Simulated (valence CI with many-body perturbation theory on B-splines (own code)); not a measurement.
## Zn X: fill in the table

Computed by relativistic CI+MBPT: three valence electrons over a frozen Dirac-Fock core [Ar], a basis of 7 s, 7 p, 8 d, 6 f, 4 g, 1 h functions for each j, with the one-electron correlation potential Σ1 (screened to all orders), the two-electron term Σ2, the three-electron term Σ3, Breit, model QED; selected single and double excitations, second order for the rest, scaled by the run's own slope (own B-spline code, finite nucleus).

No measured spectrum was set against this ion. As an estimate, terms of the open shell hold to 2 to 4 % of their energy, and close levels can change places. Excitations out of the core, of the other parity, are not computed and may begin above about 57 eV (a cautious bound); beyond it only levels of the ground parity were kept, without lifetimes.

| Level | E (cm⁻¹) |
| --- | --- |
| 3d3 4F_3/2 | 0.0 |
| 3d3 4F_5/2 | 1605 |
| 3d3 4F_7/2 | 3636 |
| 3d3 4F_9/2 | 5957 |
| 3d3 4P_1/2 | ? |
| 3d3 4P_3/2 | 28917 |
| 3d3 2G_7/2 | 31107 |
| 3d3 4P_5/2 | ? |
| 3d3 2G_9/2 | 32807 |
| 3d3 2D_3/2 [a] | 39611 |
| 3d3 2P_1/2 | ? |
| 3d3 2H_9/2 | 42964 |
| 3d3 2H_11/2 | 43882 |
| 3d3 2D_5/2 [a] | 45034 |
| 3d3 2P_3/2 | ? |
| 3d3 2F_7/2 | ? |
| 3d3 2F_5/2 | 70044 |
| 3d3 2D_5/2 [b] | ? |
| 3d3 2D_3/2 [b] | 108590 |
| 3d2 4s 4F_3/2 | 714950 |

Names give the largest LS component (configuration and term), which can be under half, so a name can repeat, a term be missing and a line seem to break the LS rules; names also repeat where a configuration has a term twice. Letters in brackets count levels of one name in rising energy.

Task: The levels stand in rising order. What does the calculation give for the missing energies?

Result: 3d3 4P_1/2 28670; 3d3 4P_5/2 31333; 3d3 2P_1/2 40845; 3d3 2P_3/2 46284; 3d3 2F_7/2 69060; 3d3 2D_5/2 [b] 107700.
